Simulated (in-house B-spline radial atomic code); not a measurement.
**Binding energies in Kr VII (Kr6+)**

NIST's tabulated ground configuration is [Ar] 3d10 4s2; each binding energy is the energy of the ion with one electron taken from that subshell, relaxed, less that of the parent. Method: Dirac-Hartree-Fock, average of configuration, Fermi nucleus of rms radius 4.1884 fm. Calculated with a B-spline radial code for spherical atoms. Energies include first-order Breit, QED and recoil terms.

```json
{"subshell": "1s", "X-ray name": "K", "binding energy (eV)": "14428.3", "-ε (eV)": "14509.4", "relaxation (eV)": "48.2"}
{"subshell": "2p1/2", "X-ray name": "L2", "binding energy (eV)": "1832", "-ε (eV)": "1859.4", "relaxation (eV)": "24.6"}
{"subshell": "2p3/2", "X-ray name": "L3", "binding energy (eV)": "1779", "-ε (eV)": "1805.1", "relaxation (eV)": "24.1"}
{"subshell": "3s", "X-ray name": "M1", "binding energy (eV)": "392.6", "-ε (eV)": "397.6", "relaxation (eV)": "4.5"}
{"subshell": "3p1/2", "X-ray name": "M2", "binding energy (eV)": "321.2", "-ε (eV)": "326.2", "relaxation (eV)": "4.7"}
{"subshell": "3p3/2", "X-ray name": "M3", "binding energy (eV)": "313.2", "-ε (eV)": "317.9", "relaxation (eV)": "4.5"}
{"subshell": "3d3/2", "X-ray name": "M4", "binding energy (eV)": "189.9", "-ε (eV)": "194.8", "relaxation (eV)": "4.8"}
{"subshell": "3d5/2", "X-ray name": "M5", "binding energy (eV)": "188.7", "-ε (eV)": "193.4", "relaxation (eV)": "4.8"}
{"subshell": "4s", "X-ray name": "N1", "binding energy (eV)": "107", "-ε (eV)": "107.2", "relaxation (eV)": "0.2"}
```

Relaxation = -ε minus the binding energy without Breit, QED and recoil terms.

Emission lines follow as differences of binding energies, with λ = 12398.42 eV·Å / E:

| line | holes | energy (eV) | wavelength (Å) |
| --- | --- | --- | --- |
| K-L3 | 1s → 2p3/2 | 12649.3 | 0.98017 |
| K-L2 | 1s → 2p1/2 | 12596.3 | 0.98429 |
| K-M3 | 1s → 3p3/2 | 14115.1 | 0.87838 |
| L3-M5 | 2p3/2 → 3d5/2 | 1590.3 | 7.7963 |
| L2-M4 | 2p1/2 → 3d3/2 | 1642.1 | 7.5503 |
| L3-M1 | 2p3/2 → 3s | 1386.4 | 8.9429 |

Task: What screening constant σ does Moseley's law, E = (3/4)·13.6057 eV·(Z - σ)², need for K-L3?

Result: σ = 0.79.

Task: What does it cost to remove both a 3p1/2 and a 4s electron?

Result: 449.11 eV, which is 20.92 eV more than the two single binding energies together.

Task: What does it cost to remove both a 1s and a 2p1/2 electron?

Result: 16411 eV, which is 150.7 eV more than the two single binding energies together.
